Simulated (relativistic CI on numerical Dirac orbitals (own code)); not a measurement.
# W2+: 4f photoemission

Computed with this model: Dirac-Coulomb-Breit CI, KLI orbitals optimised for each configuration, model QED (radiative potential, 1s self-energy scaled to tabulated hydrogen-like ionisation energies), valence Slater integrals scaled by 0.9, multiplet model of photoemission in the sudden approximation; configurations [Xe] 4f14 5d4 → [Xe] 4f13 5d4; 300 K; Lorentzian 0.25 eV and Gaussian 0.5 eV FWHM. Energies are those of the free ion, without screening or charge transfer. The energies are binding energies and can lie tens of eV above those of solids. S is read from ⟨S²⟩ = S(S + 1).

Field parameters in Wybourne normalisation: Oh B⁴₀ = 21Dq, B⁴₄ = √(5/14) B⁴₀. The field is a parameter set, without covalency.

Computed curve for free ion, scaled to 100 at the maximum (points under 2 are left out and the grid is thinned):

```json
{"Energy (eV)": "53.7", "Intensity": "2.3"}
{"Energy (eV)": "53.9", "Intensity": "3.2"}
{"Energy (eV)": "54.0", "Intensity": "3.9"}
{"Energy (eV)": "54.2", "Intensity": "6.4"}
{"Energy (eV)": "54.4", "Intensity": "13.3"}
{"Energy (eV)": "54.5", "Intensity": "20.8"}
{"Energy (eV)": "54.7", "Intensity": "50.6"}
{"Energy (eV)": "54.9", "Intensity": "90.2"}
{"Energy (eV)": "55.1", "Intensity": "96.9"}
{"Energy (eV)": "55.2", "Intensity": "82.6"}
{"Energy (eV)": "55.4", "Intensity": "44.8"}
{"Energy (eV)": "55.6", "Intensity": "23.6"}
{"Energy (eV)": "55.7", "Intensity": "20.7"}
{"Energy (eV)": "55.9", "Intensity": "23.7"}
{"Energy (eV)": "56.1", "Intensity": "27.5"}
{"Energy (eV)": "56.2", "Intensity": "27.1"}
{"Energy (eV)": "56.4", "Intensity": "23.5"}
{"Energy (eV)": "56.6", "Intensity": "22.9"}
{"Energy (eV)": "56.7", "Intensity": "24.1"}
{"Energy (eV)": "56.9", "Intensity": "25.1"}
{"Energy (eV)": "57.1", "Intensity": "22.5"}
{"Energy (eV)": "57.3", "Intensity": "21.9"}
{"Energy (eV)": "57.4", "Intensity": "23.6"}
{"Energy (eV)": "57.6", "Intensity": "31.1"}
{"Energy (eV)": "57.8", "Intensity": "41.2"}
{"Energy (eV)": "57.9", "Intensity": "44.0"}
{"Energy (eV)": "58.1", "Intensity": "40.8"}
{"Energy (eV)": "58.3", "Intensity": "30.8"}
{"Energy (eV)": "58.4", "Intensity": "25.6"}
{"Energy (eV)": "58.6", "Intensity": "16.9"}
{"Energy (eV)": "58.8", "Intensity": "10.9"}
{"Energy (eV)": "58.9", "Intensity": "8.9"}
{"Energy (eV)": "59.1", "Intensity": "6.7"}
{"Energy (eV)": "59.3", "Intensity": "6.4"}
{"Energy (eV)": "59.5", "Intensity": "6.8"}
{"Energy (eV)": "59.6", "Intensity": "6.8"}
{"Energy (eV)": "59.8", "Intensity": "6.1"}
{"Energy (eV)": "60.0", "Intensity": "4.6"}
{"Energy (eV)": "60.1", "Intensity": "3.8"}
{"Energy (eV)": "60.3", "Intensity": "2.5"}
```

The ground state has S = 1.89, and the centroid lies at 56.39 eV.
